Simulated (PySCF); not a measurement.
FGa, charge -1, doublet, geometry from GFN2-xTB (such geometries of metal compounds can be far from the true shape) (a state made from the parent by changing its charge; the spin is typed, not shown lowest); DF-HF/aug-cc-pVTZ (PySCF).

Here is a job for PySCF.
```python
from pyscf import gto, scf
import numpy

mol = gto.Mole()
mol.atom = '''
    Ga   -0.000000   -0.000000   -0.452053
    F     0.000000    0.000000    1.557071
'''
mol.basis = 'aug-cc-pvtz'
mol.charge = -1
mol.spin = 1
mol.verbose = 4
mol.build()
print('smallest overlap eigenvalue', numpy.linalg.eigvalsh(mol.intor('int1e_ovlp'))[0])

mf = scf.UHF(mol)
mf = mf.density_fit(auxbasis='def2-universal-jkfit')
mf = scf.addons.remove_linear_dep_(mf, threshold=1e-2, lindep=1e-2)
mf.kernel()
mf.analyze()
```

Q: Write the output that PySCF gives for this input, abridged.

A: 
```
PySCF version 2.14.0

[INPUT] verbose = 4
[INPUT] num. atoms = 2
[INPUT] num. electrons = 41
[INPUT] charge = -1
[INPUT] spin (= nelec alpha-beta = 2S) = 1
[INPUT] symmetry False subgroup None
[INPUT] Mole.unit = angstrom
[INPUT] Symbol           X                Y                Z      unit          X                Y                Z       unit  Magmom
[...]
nuclear repulsion = 73.4849824334785
number of shells = 27
number of NR pGTOs = 185
number of NR cGTOs = 105
basis = aug-cc-pvtz
ecp = {}
input.py:18: DeprecationWarning: remove_linear_dep_ is deprecated and will be removed in a future release. Linear dependency handling is now built into the SCF procedure by default. Linear dependency removal can be controlled using the following settings:
  pyscf.scf.hf.remove_overlap_zero_eigenvalue = True
  pyscf.scf.hf.overlap_zero_eigenvalue_threshold = 1e-6

  mf = scf.addons.remove_linear_dep_(mf, threshold=1e-2, lindep=1e-2)
smallest overlap eigenvalue 0.0016490150662763414
Applying remove_linear_dep_ on SCF object.
Using canonical orthogonalization with threshold 0.01

******** <class 'pyscf.df.df_jk.DFUHF'> ********
method = DFUHF
initial guess = minao
damping factor = 0
level_shift factor = 0
DIIS = <class 'pyscf.scf.diis.CDIIS'>
diis_start_cycle = 1
diis_space = 8
diis_damp = 0
SCF conv_tol = 1e-09
SCF conv_tol_grad = None
SCF max_cycles = 50
direct_scf = False
number electrons alpha = 21  beta = 20
Set gradient conv threshold to 3.16228e-05
******** <class 'pyscf.df.df.DF'> ********
auxbasis = def2-universal-jkfit
init E= -2021.90239951688

cycle= 1 E= -2022.57053129863  delta_E= -0.668  |g|= 0.447  |ddm|= 2.29
cycle= 2 E= -2022.60909074561  delta_E= -0.0386  |g|= 0.417  |ddm|= 0.388
cycle= 3 E= -2022.65839269895  delta_E= -0.0493  |g|= 0.0247  |ddm|= 0.144
cycle= 4 E= -2022.65957978446  delta_E= -0.00119  |g|= 0.0218  |ddm|= 0.0904
cycle= 5 E= -2022.65836439021  delta_E= 0.00122  |g|= 0.0393  |ddm|= 0.107
cycle= 6 E= -2022.65909696209  delta_E= -0.000733  |g|= 0.0518  |ddm|= 0.241
cycle= 7 E= -2022.65809972243  delta_E= 0.000997  |g|= 0.0507  |ddm|= 0.141
cycle= 8 E= -2022.65454716663  delta_E= 0.00355  |g|= 0.056  |ddm|= 0.208
cycle= 9 E= -2022.64719360537  delta_E= 0.00735  |g|= 0.0573  |ddm|= 0.228
cycle= 10 E= -2022.64823488906  delta_E= -0.00104  |g|= 0.0542  |ddm|= 0.0625
cycle= 11 E= -2022.64605583351  delta_E= 0.00218  |g|= 0.0599  |ddm|= 0.0909
cycle= 12 E= -2022.64928132646  delta_E= -0.00323  |g|= 0.0605  |ddm|= 0.104
cycle= 13 E= -2022.64209221989  delta_E= 0.00719  |g|= 0.0598  |ddm|= 0.249
cycle= 14 E= -2022.64405112296  delta_E= -0.00196  |g|= 0.0514  |ddm|= 0.0893
cycle= 15 E= -2022.64557860275  delta_E= -0.00153  |g|= 0.0512  |ddm|= 0.0637
cycle= 16 E= -2022.63431930591  delta_E= 0.0113  |g|= 0.0617  |ddm|= 0.219
cycle= 17 E= -2022.65148668511  delta_E= -0.0172  |g|= 0.0474  |ddm|= 0.403
cycle= 18 E= -2022.64562951758  delta_E= 0.00586  |g|= 0.0562  |ddm|= 0.151
cycle= 19 E= -2022.64862323133  delta_E= -0.00299  |g|= 0.0578  |ddm|= 0.0868
cycle= 20 E= -2022.64522584663  delta_E= 0.0034  |g|= 0.0565  |ddm|= 0.215
cycle= 21 E= -2022.64533038297  delta_E= -0.000105  |g|= 0.047  |ddm|= 0.132
cycle= 22 E= -2022.6511851028  delta_E= -0.00585  |g|= 0.0471  |ddm|= 0.248
cycle= 23 E= -2022.6475039328  delta_E= 0.00368  |g|= 0.0506  |ddm|= 0.209
cycle= 24 E= -2022.64798368868  delta_E= -0.00048  |g|= 0.0484  |ddm|= 0.0627
cycle= 25 E= -2022.63649763804  delta_E= 0.0115  |g|= 0.0604  |ddm|= 0.277
cycle= 26 E= -2022.64861126586  delta_E= -0.0121  |g|= 0.0504  |ddm|= 0.295
cycle= 27 E= -2022.64703165552  delta_E= 0.00158  |g|= 0.0525  |ddm|= 0.0641
cycle= 28 E= -2022.64505872764  delta_E= 0.00197  |g|= 0.0521  |ddm|= 0.0683
cycle= 29 E= -2022.64677731708  delta_E= -0.00172  |g|= 0.0498  |ddm|= 0.179
cycle= 30 E= -2022.64977457144  delta_E= -0.003  |g|= 0.0453  |ddm|= 0.101
cycle= 31 E= -2022.65291802006  delta_E= -0.00314  |g|= 0.0439  |ddm|= 0.164
[...]
SCF not converged.
Total Energy =                       -2022.644004452585477
[...]
spin_pop of  0 Ga 3px       0.00002
spin_pop of  0 Ga 3py      -0.00001
spin_pop of  0 Ga 3pz      -0.00002
spin_pop of  0 Ga 4px       0.95834
spin_pop of  0 Ga 4py       0.00253
spin_pop of  0 Ga 4pz      -0.10619
spin_pop of  0 Ga 5px       0.01215
spin_pop of  0 Ga 5py       0.00007
spin_pop of  0 Ga 5pz      -0.00302
spin_pop of  0 Ga 6px       0.00039
spin_pop of  0 Ga 6py       0.00003
spin_pop of  0 Ga 6pz      -0.00010
spin_pop of  0 Ga 7px       0.00216
spin_pop of  0 Ga 7py       0.00001
spin_pop of  0 Ga 7pz       0.00049
spin_pop of  0 Ga 3dxy     -0.00014
spin_pop of  0 Ga 3dyz      0.00000
spin_pop of  0 Ga 3dz^2    -0.00007
spin_pop of  0 Ga 3dxz     -0.00003
spin_pop of  0 Ga 3dx2-y2   -0.00012
spin_pop of  0 Ga 4dxy      0.00007
spin_pop of  0 Ga 4dyz     -0.00014
spin_pop of  0 Ga 4dz^2     0.00267
spin_pop of  0 Ga 4dxz     -0.00015
spin_pop of  0 Ga 4dx2-y2    0.00029
spin_pop of  0 Ga 5dxy      0.00009
spin_pop of  0 Ga 5dyz     -0.00037
spin_pop of  0 Ga 5dz^2     0.00442
spin_pop of  0 Ga 5dxz      0.00036
spin_pop of  0 Ga 5dx2-y2    0.00112
spin_pop of  0 Ga 6dxy      0.00000
spin_pop of  0 Ga 6dyz     -0.00004
spin_pop of  0 Ga 6dz^2    -0.00018
spin_pop of  0 Ga 6dxz      0.00048
spin_pop of  0 Ga 6dx2-y2   -0.00000
spin_pop of  0 Ga 4f-3      0.00000
spin_pop of  0 Ga 4f-2      0.00000
spin_pop of  0 Ga 4f-1      0.00000
spin_pop of  0 Ga 4f+0     -0.00005
spin_pop of  0 Ga 4f+1      0.00007
spin_pop of  0 Ga 4f+2      0.00001
spin_pop of  0 Ga 4f+3      0.00001
spin_pop of  0 Ga 5f-3     -0.00001
spin_pop of  0 Ga 5f-2     -0.00000
spin_pop of  0 Ga 5f-1     -0.00017
spin_pop of  0 Ga 5f+0     -0.00032
spin_pop of  0 Ga 5f+1      0.00128
spin_pop of  0 Ga 5f+2     -0.00006
spin_pop of  0 Ga 5f+3     -0.00000
spin_pop of  1 F 1s       -0.00000
spin_pop of  1 F 2s        0.00619
spin_pop of  1 F 3s       -0.00124
spin_pop of  1 F 4s       -0.00055
spin_pop of  1 F 5s        0.00037
spin_pop of  1 F 2px       0.02106
spin_pop of  1 F 2py       0.00592
spin_pop of  1 F 2pz       0.00781
spin_pop of  1 F 3px      -0.00227
spin_pop of  1 F 3py      -0.00259
spin_pop of  1 F 3pz       0.00001
spin_pop of  1 F 4px       0.00027
spin_pop of  1 F 4py      -0.00002
spin_pop of  1 F 4pz       0.00051
spin_pop of  1 F 5px       0.00054
spin_pop of  1 F 5py      -0.00004
spin_pop of  1 F 5pz       0.00046
spin_pop of  1 F 3dxy      0.00000
spin_pop of  1 F 3dyz     -0.00001
spin_pop of  1 F 3dz^2     0.00006
spin_pop of  1 F 3dxz     -0.00001
spin_pop of  1 F 3dx2-y2   -0.00000
spin_pop of  1 F 4dxy      0.00000
spin_pop of  1 F 4dyz      0.00001
spin_pop of  1 F 4dz^2     0.00009
spin_pop of  1 F 4dxz      0.00007
spin_pop of  1 F 4dx2-y2    0.00001
spin_pop of  1 F 5dxy      0.00000
spin_pop of  1 F 5dyz     -0.00000
spin_pop of  1 F 5dz^2    -0.00001
spin_pop of  1 F 5dxz      0.00003
spin_pop of  1 F 5dx2-y2    0.00001
spin_pop of  1 F 4f-3     -0.00000
spin_pop of  1 F 4f-2      0.00000
spin_pop of  1 F 4f-1      0.00000
spin_pop of  1 F 4f+0      0.00001
spin_pop of  1 F 4f+1      0.00001
spin_pop of  1 F 4f+2      0.00000
spin_pop of  1 F 4f+3     -0.00000
spin_pop of  1 F 5f-3      0.00000
spin_pop of  1 F 5f-2      0.00000
spin_pop of  1 F 5f-1      0.00000
spin_pop of  1 F 5f+0      0.00002
spin_pop of  1 F 5f+1      0.00004
spin_pop of  1 F 5f+2      0.00000
spin_pop of  1 F 5f+3      0.00000
 ** Mulliken Spin Density (per atom)  **
spin density of  0 Ga =      0.96325
spin density of  1 F =      0.03675
 ** Mulliken pop alpha/beta on meta-lowdin orthogonal AOs **
 ** Mulliken pop       alpha | beta **
In total            21.00000 | 20.00000
 ** Mulliken atomic charges   ( Nelec_alpha | Nelec_beta ) **
charge of  0Ga =     -0.27574  (    16.11949     15.15625 )
charge of  1F =     -0.72426  (     4.88051      4.84375 )

WARN: System has nonzero charge -1; the dipole moment is origin-dependent.
Location of origin: [0. 0. 0.]

Dipole moment(X, Y, Z, Debye): -0.00000,  0.00000, -1.43557
```

Convergence was not reached.
